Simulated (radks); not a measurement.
All-electron atom: the strontium ion Sr18+ in [Ar] 4s2 (not the ground configuration).

Calculated with a radial shooting solver on a logarithmic mesh with Libxc functionals: scalar-relativistic Kohn-Sham, PBE, spin-polarised, spherical densities, point nucleus.

Energy parts (hartree):
| part | energy |
|---|---|
| total | -2983.94027 |
| kinetic | 3066.48625 |
| electron-nucleus | -6674.48003 |
| Hartree | 705.24368 |
| exchange-correlation | -81.19017 |

Orbitals (lengths in bohr, moments of r in powers of bohr; r(90%) holds 90 % of the orbital's charge):
orbital  occ.  eigenvalue (hartree)      <r>  r(90%)
1s          2             -611.9216  0.03917  0.0701
2s          2             -105.5847   0.1713   0.264
2p          6             -96.86213   0.1493   0.243
3s          2             -33.98086   0.4421   0.644
3p          6             -31.16169   0.4343   0.646
4s          2             -15.83580   0.8925    1.26

The highest occupied level is 4s at -430.91 eV. Summed over all electrons, <r^2> = 3.773 bohr^2, which gives a Langevin (diamagnetic) susceptibility term of -2.99 x 10^-6 cm^3/mol.
